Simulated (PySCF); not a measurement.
Geometry (Å), atoms numbered from 1 in this order:
```xyz
25

C     2.688    0.007    0.639
O     1.350   -0.392    0.678
C     0.593   -0.096   -0.453
C     0.444    1.408   -0.669
C    -0.252    2.046    0.537
Al   -1.564    0.676    1.188
N    -0.741   -0.693   -0.186
C    -0.649   -2.059    0.348
C    -1.557   -0.701   -1.405
H     2.804    1.102    0.717
H     3.190   -0.335   -0.287
H     3.188   -0.457    1.500
H     1.039   -0.597   -1.344
H    -0.128    1.573   -1.595
H     1.445    1.822   -0.884
H    -0.685    3.020    0.262
H     0.484    2.243    1.335
H    -1.354    0.006    2.631
H    -3.083    0.757    0.655
H    -0.060   -2.058    1.270
H    -1.664   -2.415    0.569
H    -0.181   -2.737   -0.387
H    -1.742    0.320   -1.760
H    -2.532   -1.151   -1.178
H    -1.063   -1.282   -2.204
```

Geometry: PBE0-D3(BJ)/def2-SVP; GIAO absolute shieldings from PySCF, gas phase, non-relativistic, averaged over equivalent atoms.

At HF/pcSseg-1 (240 basis functions, 47 s wall time on 1 thread of an Arm Neoverse N1, shared host):
```csv
atoms,σ (ppm)
C3,102.7
C1,141.9
C9,149.6
C8,152.0
C4,168.0
C5,195.1
O2,323.5
Al6,438.1
N7,225.4
H18,28.00
H19,28.04
H10/H11/H12,28.58
H13,28.93
H20/H21/H22,29.27
H23/H24/H25,29.56
H15,29.77
H14,30.50
H17,31.80
H16,31.95
```

Q: Predict the values at PBE0/pcSseg-1 on the same geometry.

A: 
```csv
atoms,σ at PBE0/pcSseg-1,change
C3,83.3,-19.4
C1,130.5,-11.4
C9,138.7,-10.9
C8,142.2,-9.8
C4,158.1,-9.9
C5,186.6,-8.5
O2,292.0,-31.5
Al6,392.2,-45.9
N7,201.1,-24.3
H18,27.16,-0.84
H19,27.21,-0.83
H10/H11/H12,27.99,-0.59
H13,28.12,-0.81
H20/H21/H22,28.78,-0.49
H23/H24/H25,29.03,-0.53
H15,29.00,-0.77
H14,29.75,-0.75
H17,31.14,-0.66
H16,31.30,-0.65
```

The largest change is at Al6 (aluminium bonded to C, N, 2 H, in a 5-membered ring). Cost: 240 basis functions, 2.2 min wall time on 1 thread of an Arm Neoverse N1, shared host. The order of the carbon signals is the same at both levels.
